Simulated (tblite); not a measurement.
Species: C7H7NO.
SMILES with atom numbers: `[N:1]#[C:2]/[CH:3]=[CH:4]\[CH:5]=[C:6]=[CH:7][CH2:8][OH:9]` (hydrogens: H10 on C3; H11 on C4; H12 on C5; H13 on C7; H14, H15 on C8; H16 on O9)

Computed with GFN2-xTB (tblite), gas phase: L-BFGS steps from a force-field or distance-geometry start until the largest atomic force falls under 0.01 eV/Å.

At the end of the run (lengths in Å): C2–C3 1.399, C7–C8 1.517, C4–H11 1.082, C8–O9 1.398, C6=C7 1.290, C8–H14 1.099, C7–H13 1.082, C3–C4–C5 125.8°, C7–C8–O9 111.4°, C2–C3–C4 123.7°, C5–C6–C7 179.2°, C2–C3–C4–C5 1°, C3–C4–C5–C6 14°, C6–C7–C8–O9 118°, H16–O9–C8–C7 -62°, H14–C8–O9–H16 61°.

Task: These geometries were met on the way; a selection of coordinates is given. Order them by energy above the end point, lowest first.
A. C2–C3 1.395, C7–C8 1.517, C4–H11 1.080, C8–O9 1.402, C6=C7 1.292, C8–H14 1.100, C7–H13 1.083, C3–C4–C5 127.3°, C7–C8–O9 109.7°, C2–C3–C4 125.9°, C5–C6–C7 177.0°, C2–C3–C4–C5 -2°, C3–C4–C5–C6 16°, C6–C7–C8–O9 111°, H16–O9–C8–C7 -69°, H14–C8–O9–H16 53°
B. C2–C3 1.438, C7–C8 1.491, C4–H11 1.098, C8–O9 1.411, C6=C7 1.301, C8–H14 1.089, C7–H13 1.072, C3–C4–C5 131.1°, C7–C8–O9 108.7°, C2–C3–C4 124.7°, C5–C6–C7 179.6°, C2–C3–C4–C5 -1°, C3–C4–C5–C6 15°, C6–C7–C8–O9 114°, H16–O9–C8–C7 -70°, H14–C8–O9–H16 53°
C. C2–C3 1.396, C7–C8 1.521, C4–H11 1.080, C8–O9 1.400, C6=C7 1.292, C8–H14 1.100, C7–H13 1.082, C3–C4–C5 125.5°, C7–C8–O9 110.7°, C2–C3–C4 123.8°, C5–C6–C7 177.8°, C2–C3–C4–C5 -2°, C3–C4–C5–C6 19°, C6–C7–C8–O9 114°, H16–O9–C8–C7 -63°, H14–C8–O9–H16 60°
D. C2–C3 1.404, C7–C8 1.514, C4–H11 1.085, C8–O9 1.401, C6=C7 1.286, C8–H14 1.096, C7–H13 1.082, C3–C4–C5 129.6°, C7–C8–O9 108.9°, C2–C3–C4 126.0°, C5–C6–C7 178.9°, C2–C3–C4–C5 -1°, C3–C4–C5–C6 15°, C6–C7–C8–O9 113°, H16–O9–C8–C7 -70°, H14–C8–O9–H16 53°
E. C2–C3 1.401, C7–C8 1.521, C4–H11 1.084, C8–O9 1.400, C6=C7 1.292, C8–H14 1.098, C7–H13 1.083, C3–C4–C5 125.9°, C7–C8–O9 109.8°, C2–C3–C4 124.2°, C5–C6–C7 178.3°, C2–C3–C4–C5 -2°, C3–C4–C5–C6 18°, C6–C7–C8–O9 113°, H16–O9–C8–C7 -65°, H14–C8–O9–H16 57°

Result: C (0.018 eV), E (0.032 eV), A (0.059 eV), D (0.101 eV), B (0.179 eV).

```csv
step,E above end (eV),"rms distance from the end, all atoms (Å)",largest force (eV/Å),rms shift of all bonds from the end (Å)
16,0.018,0.082,0.164,0.002
13,0.032,0.100,0.180,0.002
8,0.059,0.127,0.243,0.002
4,0.101,0.145,0.453,0.003
0,0.179,0.151,1.716,0.015
```

Rows stand in the order of the answer.
